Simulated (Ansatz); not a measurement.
C12H12Ge, SMILES `c1cc[c]([GeH2][c]2ccccc2)cc1`. The species carries charge 0 and has multiplicity 1. The geometry is a stationary point of PBE0-D4/def2-TZVP. It is one conformer, not always the lowest.

```xyz
25

C    -0.693    3.803    0.967
C    -1.164    2.819    1.823
C    -1.421    1.544    1.341
C    -1.211    1.233   -0.001
Ge   -1.516   -0.573   -0.663
C     0.093   -1.656   -0.488
C     1.043   -1.688   -1.506
C     2.210   -2.425   -1.366
C     2.442   -3.142   -0.202
C     1.504   -3.121    0.819
C     0.338   -2.383    0.675
C    -0.740    2.232   -0.850
C    -0.481    3.508   -0.372
H    -0.493    4.800    1.342
H    -1.335    3.046    2.870
H    -1.795    0.787    2.022
H    -1.904   -0.496   -2.152
H    -2.642   -1.221    0.164
H     0.873   -1.137   -2.426
H     2.939   -2.442   -2.169
H     3.353   -3.720   -0.092
H     1.679   -3.683    1.730
H    -0.389   -2.380    1.481
H    -0.574    2.018   -1.902
H    -0.116    4.275   -1.046
```

(1) What is the dipole moment at B3LYP/def2-TZVPP? (An estimate is asked.)

(2) And with PBE, r2SCAN, ωB97M-V? (Estimate.)

(3) Give the Mulliken charges with B3LYP, r2SCAN, PBE in def2-TZVPP. (An estimate is asked.)

## Answers

(1) Computed: 0.83 D, with components (0.71, 0.27, 0.31) D in this frame, pointing from negative to positive charge.

(2) Ansatz gave: PBE 0.85 D, r2SCAN 0.87 D, ωB97M-V 0.81 D.

(3) The calculation gave: 
```
atom  B3LYP  r2SCAN    PBE
  C1  -0.09   -0.05  -0.07
  C2  -0.16   -0.15  -0.15
  C3  -0.09   -0.04  -0.09
  C4  -0.09   -0.08  -0.02
 Ge5   0.19    0.17   0.16
  C6  -0.09   -0.08  -0.02
  C7  -0.09   -0.04  -0.09
  C8  -0.16   -0.15  -0.15
  C9  -0.09   -0.05  -0.07
 C10  -0.16   -0.15  -0.15
 C11  -0.08   -0.04  -0.09
 C12  -0.08   -0.04  -0.09
 C13  -0.16   -0.15  -0.15
 H14   0.13    0.10   0.11
 H15   0.12    0.09   0.11
 H16   0.11    0.08   0.09
 H17  -0.02   -0.01  -0.02
 H18  -0.02   -0.01  -0.02
 H19   0.11    0.08   0.09
 H20   0.12    0.09   0.11
 H21   0.13    0.10   0.11
 H22   0.12    0.09   0.11
 H23   0.11    0.08   0.09
 H24   0.11    0.08   0.09
 H25   0.12    0.09   0.11
```

B3LYP here is the variant with VWN-RPA as its local correlation; programs differ in this.
